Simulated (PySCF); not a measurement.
# Assigning NMR signals

Cartesian coordinates in Å; atom numbers follow the order of the lines, from 1:
```xyz
20

C     3.2277   -0.8270    0.3369
N     2.3452   -0.5735   -0.5079
Si    1.4508    0.8234   -0.9432
Si   -0.6536    0.2124   -0.1187
C    -1.8435    1.6285   -0.6402
Si   -0.6769    0.1337    2.2230
Si   -1.4622   -1.7539   -1.0995
H     3.7003   -0.0854    0.9879
H     3.5763   -1.8500    0.4569
H     1.9759    2.1139   -0.4583
H     1.6124    0.8219   -2.3988
H    -1.8907    1.7307   -1.7210
H    -1.5312    2.5877   -0.2361
H    -2.8536    1.4395   -0.2877
H     0.3043   -0.8388    2.7166
H    -1.9692   -0.2606    2.7930
H    -0.3377    1.4050    2.8742
H    -0.7994   -2.9369   -0.5467
H    -1.2794   -1.8039   -2.5534
H    -2.9005   -1.9558   -0.8799
```

Calculated, not measured (PySCF 2.14): shielding tensors at PBE0/pcSseg-1 (GIAO), geometry from GFN2-xTB. A single conformation, non-relativistic Hamiltonian, in vacuum, one averaged value for each set of equivalent atoms.

δ = σ(ref) − σ, references computed at the same level: ¹³C, ¹H against TMS.

(1) Assign these signals to the numbered atoms. ¹³C{¹H} NMR (computed): δ 170.4 (CH2), -7.2 (CH3).

(2) Assign these signals to the numbered atoms. ¹H NMR (400 MHz, computed): δ 8.64 (m, 1H), 8.49 (m, 1H), 5.47 (s, 2H), 3.54 (s, 6H), 0.27 (s, 3H).

## Answers

(1) 
170.4 → C1, C=N carbon
-7.2 → C5, methyl carbon bonded to Si: an electropositive neighbour leaves it electron-rich and shielded

(2) 
8.64 → H8, hydrogen on a C=N carbon
8.49 → H9, hydrogen on a C=N carbon
5.47 → H10/H11, hydrogen on a silicon bonded to N, Si
3.54 → H15/H16/H17/H18/H19/H20, hydrogen on a silicon bonded to Si
0.27 → H12/H13/H14, hydrogen on a methyl carbon bonded to Si: an electropositive neighbour shields it, as in TMS itself

Shifts are as computed. Against solution values, carbons near 30 ppm lie about +3 ppm off and those near 130 ppm about +5 ppm. Of 1309 compounds with measured shifts, 239 miss one by over three times the rms of a fit or turn the order of signals round; such compounds aren't used in these exercises. No couplings were computed; multiplicities are counted from neighbouring protons, with m where these are inequivalent, close in shift, in a saturated or five-membered ring or joined by F or P, and br s for small geminal =CH2 splittings.
